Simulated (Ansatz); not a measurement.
Basis-set extrapolation for CH6OSSi, SMILES `OC([SiH3])S` (PBE0-D4/def2-TZVP geometry, frozen core, the Gaussian-basis code of Ansatz). Multiplicity 1, RHF reference.

```
                      def2-TZVPP   def2-QZVPP
                 HF  -802.733430  -802.759520
    MP2 correlation    -0.721856    -0.778065
CCSD(T) correlation    -0.801370      not run
```

Energies in hartree. Use E(X) = E(∞) + A·exp(−7.88·√X) for Hartree–Fock and E(X) = E(∞) + B·X^(−2.97) for correlation, with X = 3 and 4, and add CCSD(T) minus MP2 of the smaller set to the MP2 limit.

Q: What is the CCSD(T) energy at the basis-set limit?

A: HF limit: -802.759520 + (-0.026090) × 0.13774 = -802.76311. MP2 limit: -0.778065 + (-0.056209) × 0.74074 = -0.81970. Higher-order term: -0.801370 − (-0.721856) = -0.07951. Total: -803.66232 hartree, 334.8 kJ/mol below CCSD(T)/def2-TZVPP.
